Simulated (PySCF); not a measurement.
Bromine: highly charged ions in a basis for the neutral atom

Br⁷⁺ [Ar] 3d10, Br⁸⁺ [Ar] 3d9. Calculation: PySCF 2.14, in def2-TZVP (6s5p4d1f, 48 functions); the non-relativistic Hamiltonian (point nucleus). No spin-orbit coupling, so a gap to NIST mixes the basis error with missing relativistic terms.

Changed run: basis of the neutral atom used for a highly charged ion. This setting is unsound on purpose.

| species | method | sound run (hartree) | changed run (hartree) | converged |
| --- | --- | --- | --- | --- |
| Br⁷⁺ | UHF | not run | -2559.37891 | yes |
| Br⁷⁺ | BP86 | not run | -2561.01292 | yes |
| Br⁷⁺ | B3LYP | not run | -2560.75924 | yes |
| Br⁸⁺ | UHF | not run | -2552.30263 | yes |
| Br⁸⁺ | BP86 | not run | -2553.87480 | yes |
| Br⁸⁺ | B3LYP | not run | -2553.61727 | yes |

Ionisation energy of Br⁷⁺:

```
method  changed run (eV)      NIST (eV)
   UHF            192.56  192.61 ± 0.06
  BP86            194.24  192.61 ± 0.06
 B3LYP            194.34  192.61 ± 0.06
```

The contracted functions were made for the neutral atom and can be too rigid for a highly charged ion.
